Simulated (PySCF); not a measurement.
**Ca: excitation energy**

Ca [Ar] 4s2 (1S) → Ca [Ar] 4s1 5s1 (3S), as a difference of total energies. Computed with PySCF 2.14 in aug-cc-pVTZ-X2C (7s6p4d2f, 59 functions), with scalar relativity by spin-free X2C-1e. Correlated levels: valence: [Ar] frozen. The calculations carry no spin-orbit coupling.

```
           method  excitation energy (eV)
              UHF                   3.099
    MP2 (valence)                   3.592
SCS-MP2 (valence)                   3.739
   CCSD (valence)                   3.752
```

Question: How much does correlation contribute at MP2 (valence)?

Answer: 3.592 − (3.099) = 0.493 eV, measured against UHF.

Errors of the correlated levels include the incompleteness of this basis and the frozen core.

With two correlated electrons CCSD is exact in that space.

For comparison: 3.910 eV (measured; NIST levels).
